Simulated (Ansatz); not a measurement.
Consider the isomerisation: `O[B](F)[InH2]` → `FB[O][InH2]`.

Computed with Ansatz on PBE0-D4/def2-TZVP structures; ΔE is electronic, products minus reactants. CBS: MP2 limit from def2 TZ/QZ plus the TZ coupled-cluster correction, frozen cores. Elements past krypton have def2 core potentials. For In outer-core shells are correlated without core-valence functions, which leaves a few kJ/mol of doubt a bond. Each species was taken in one conformer, which may not be the lowest.

`O[B](F)[InH2]`:

```xyz
7

O     1.940    0.023   -0.484
B     0.723   -0.560   -0.414
F     0.671   -1.797   -0.909
In   -1.238    0.263    0.423
H     1.976    0.912   -0.129
H    -1.705    0.028    2.073
H    -2.367    1.131   -0.560
```

`FB[O][InH2]`:

Cartesian coordinates in Å:
```
F -1.520 -0.192 0.121
B -0.763 -0.653 -0.945
O 0.524 -0.409 -0.900
In 0.912 0.623 0.846
H -1.364 -1.229 -1.802
H 1.339 -0.445 2.101
H 0.873 2.304 0.580
```

| species | CCSD(T)/CBS(def2) energy (Eh) |
| --- | --- |
| `O[B](F)[InH2]` | -391.45169 |
| `FB[O][InH2]` | -391.48685 |

Task: Work out ΔE.

Result: ΔE = (-391.48685) − (-391.45169) = -0.03516 Eh = -92.3 kJ/mol.

Largest T1 diagnostic among the species: 0.016.

From BLYP to BHLYP (50 % exact exchange), in def2-TZVPP and without D4, ΔE moves by −3.8 kJ/mol. At CCSD(T), def2-SVP lies −6.2 kJ/mol from the extrapolated value and def2-TZVPP +5.5 kJ/mol.
